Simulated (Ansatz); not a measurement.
`[SiH3]C[SiH2]Cl` + `O=C[SiH](O)Cl` → `O=C[SiH](Cl)O[SiH3]` + `C[SiH2]Cl`  (ligand exchange at the Si–C bond)

Gas-phase electronic energies from Ansatz, PBE0-D4/def2-TZVP geometries. CCSD(T)/CBS adds triple-zeta CCSD(T) − MP2 to the extrapolated MP2 energy (def2 sets, frozen cores). Functionals use def2-TZVPP. One conformer a species, not always the lowest.

`[SiH3]C[SiH2]Cl`:

```xyz
11

Si   -0.971    1.282   -0.341
C     0.639    0.366   -0.034
Si    0.433   -1.440    0.337
Cl    2.272   -2.317    0.659
H    -0.706    2.715   -0.630
H    -1.687    0.685   -1.500
H    -1.849    1.190    0.855
H     1.280    0.472   -0.916
H     1.159    0.840    0.805
H    -0.372   -1.643    1.566
H    -0.199   -2.149   -0.801
```

`O=C[SiH](O)Cl`:

```xyz
8

O     0.947   -1.681    0.232
C     0.125   -0.979    0.773
Si   -0.435    0.603   -0.163
O     0.278    0.505   -1.619
Cl    0.235    2.175    0.968
H    -0.246   -1.243    1.788
H    -1.894    0.762   -0.319
H     0.992   -0.142   -1.659
```

`O=C[SiH](Cl)O[SiH3]`:

Cartesian coordinates in Å:
```
O 1.116 -0.423 -1.619
C 0.473 0.592 -1.731
Si -0.512 1.234 -0.214
Cl -2.484 1.176 -0.768
O -0.199 0.243 1.013
Si 0.247 -1.309 1.372
H 0.441 1.122 -2.710
H -0.184 2.628 0.149
H -0.249 -1.582 2.743
H -0.373 -2.260 0.419
H 1.724 -1.422 1.345
```

`C[SiH2]Cl`:

Z-matrix (Å, degrees):
```
C
Si 1 1.857
H 1 1.092 2 110.8
H 1 1.094 2 110.0 3 119.8
H 1 1.092 2 110.8 3 -120.4
Cl 2 2.062 1 109.6 3 60.1
H 2 1.483 1 111.6 3 178.7
H 2 1.483 1 111.5 3 -58.5
```

Task: Is it downhill or uphill in electronic energy at CCSD(T)/CBS, and by how much? (An estimate is asked.)

Result: Computed: Downhill: ΔE = -100.7 kJ/mol.

Task: What do these levels give: r2SCAN0-D4, PBE-QIDH, MP2/def2-SVP, HF/def2-TZVPP, SCS-MP2/def2-TZVPP, SCS-MP2/def2-QZVPP? (An estimate is asked.)

Result: Ansatz gave: r2SCAN0-D4 -99.8, PBE-QIDH -96.6, MP2/def2-SVP -99.9, HF/def2-TZVPP -122.8, SCS-MP2/def2-TZVPP -106.6, SCS-MP2/def2-QZVPP -107.2 kJ/mol.

Task: What do rigid-rotor, harmonic-oscillator terms from PBE0-D4/def2-TZVP frequencies (298.15 K, 1 bar) make of the CCSD(T)/CBS value? (Estimate.)

Result: The calculation gave: ΔZPE = +1.9 kJ/mol, ΔH = -98.8 kJ/mol, ΔS = -2 J/(mol·K), ΔG = -98.2 kJ/mol. Modes under 50 cm⁻¹ make the entropy rough.

Largest T1 diagnostic among the species: 0.014.

In def2-TZVPP, CCSD(T) changes the Hartree–Fock value by +22.3 kJ/mol (the triples alone add +3.3 kJ/mol) and MP2 by +21.5 kJ/mol. From BLYP to BHLYP (50 % exact exchange), in def2-TZVPP and without D4, ΔE moves by −11.3 kJ/mol.
